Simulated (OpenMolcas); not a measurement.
**Nd²⁺: the spin-orbit constant, worked from levels**

- Program: OpenMolcas 26.06
- Basis: ANO-R1 [7s5p3d2f]
- Scalar Hamiltonian: X2C, finite nucleus
- Active space: 4 electrons in 7 orbitals (4f)
- State averaging: 2S+1 = 5 even, 35 roots; 2S+1 = 3 even, 210 roots (159 in the spin-orbit step); 2S+1 = 1 even, 196 roots (105 in the spin-orbit step)
- Spin-orbit coupling: state interaction with AMFI integrals over the reference wave functions, term energies averaged over their components

Methods: CASSCF; MS-CASPT2, IPEA 0.25 Eh, imaginary shift 0.1 Eh (closed shells correlated: 5s 5p). Measured levels: Ding et al., The Spectrum and Energy Levels of the Low-lying Configurations of Nd III (preprint, 2023).

**The spin-orbit constant.** For the Hund term ⁵I of f4, E(J) = (A/2) J(J+1) + constant and ζ = 2S·A = 4A. From J = 4 to J = 8 the energy changes by 26 A.

| Source | E(8) - E(4) | A | ζ |
| --- | --- | --- | --- |
| CASSCF | 5473.8 | 210.5 | 842 |
| MS-CASPT2 | 5494.0 | 211.3 | 845 |
| measured | 5093.3 | 195.9 | 784 |

All in cm-1. MS-CASPT2 is off by +7.9 % and CASSCF by +7.5 %. Both methods take the spin-orbit matrix elements from the reference wave functions, so the second can move ζ only through the term energies and any multistate remixing. Second-order mixing with other terms is absorbed into this ζ.

CASPT2 does not keep the components of a term degenerate, so their means are used; among the terms shown or strongly mixed into the levels shown the widest spread is 1100 cm-1 (4f⁴ ⁵I, MS-CASPT2). Over all roots computed the reference weight is 0.86 to 0.93 in MS-CASPT2; the roots of lowest weight are the least certain, and an intruder state may touch them. High states are left out of the spin-orbit mixing, which shifts the levels that they would mix with. Without dynamic correlation excited terms often stand tens of per cent too high (terms of higher spin than the ground term too low), and those without a measured partner can miss by more than the paired ones (holds for CASSCF). Blocks of more than 70 roots (2S+1 = 3 even, 1 even) ran without multistate coupling (holds for MS-CASPT2). Measured partners are found by configuration, term and J. A level has none where our copy of the source lacks it or the pairing is in doubt (some pairs that miss far off the trend of their configuration count as doubtful), and it then counts in no deviation. Only configurations of the active space appear.
